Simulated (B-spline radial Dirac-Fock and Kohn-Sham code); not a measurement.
## How the settings move the core levels of Ga

ΔSCF core binding energies without Breit or QED terms, calculated with a radial finite-basis atomic code. Keys: rel is the Hamiltonian (dirac, or spin-free x2c and nr, where L3 and M5 stand for the whole 2p and 3d shells), method is hf or an exchange,correlation pair (spin-unpolarised, also for the hole states), nuc the nuclear model, radius_factor scales its radius, rmax is the box in bohr, h the logarithmic mesh step, order the B-spline order, points the quadrature points per cell, c_factor scales the speed of light, and damp, ndamp, maxit and tol steer the iteration. The run stops when the commutator error falls below 10·tol·max(1, Z/10), or the numerical noise floor, and the energy has settled to about 1e-8 Ha; the virial ratio is −V/T.

Base input:

```json
{"items": [{"Z": 31, "q": 0, "cfg": [[1, 0, 2], [2, 0, 2], [2, 1, 6], [3, 0, 2], [3, 1, 6], [3, 2, 10], [4, 0, 2], [4, 1, 1]], "A": 69, "rrms": 3.9973, "do": "settings", "holes": ["K", "L3", "M5"],
  "settings": [{"rel": "dirac", "method": "hf", "nuc": "fermi", "radius_factor": 1.0, "rmax": 45.0, "h": 0.3, "order": 8, "points": 10, "c_factor": 1.0, "maxit": 60, "damp": 0.5, "ndamp": 3, "tol": 1e-08}]}]}
```

The ground state converged in 11 iterations, with total energy -1942.56375 Ha, virial ratio 1.98003 and highest orbital energy -5.60 eV. ΔSCF binding energies: K (1s) 10396.0 eV, L3 (2p3/2) 1126.0 eV, M5 (3d5/2) 24.79 eV.

Changes from the base run:

```tsv
changed setting	Δ total energy (Ha)	Δ K (eV)	Δ L3 (eV)	Δ M5 (eV)	iterations
nuc = "sphere"; h = 0.5; order = 5	+0.06103	+0.03	+0.09	+0.04	11
nuc = "sphere"	+0.00001	0.00	0.00	0.00	11
nuc = "sphere"; c_factor = 10.0; tol = 0.0001	+19.12190	-136.41	+2.39	+0.93	8
c_factor = 10.0	+19.12190	-136.41	+2.39	+0.93	9
radius_factor = 2.0	+0.03017	-0.35	0.00	0.00	11
rmax = 30.0; h = 0.5; tol = 1e-06	+0.01048	-0.04	-0.01	0.00	8
c_factor = 100.0	?	?	?	?	?
rmax = 30.0	0.00000	0.00	0.00	0.00	11
damp = 0.2	0.00000	0.00	0.00	0.00	10
radius_factor = 0.8	-0.00374	+0.04	0.00	0.00	11
damp = 0.0	0.00000	0.00	0.00	0.00	11
c_factor = 10.0; damp = 0.0; tol = 0.0001	+19.12190	-136.41	+2.39	+0.93	9
```

**Question.** What does the change c_factor = 100.0 do?

**Answer.** The total energy moves by +19.30839 Ha and the binding energies by K -137.74 eV, L3 +2.42 eV, M5 +0.94 eV; the run takes 9 iterations.
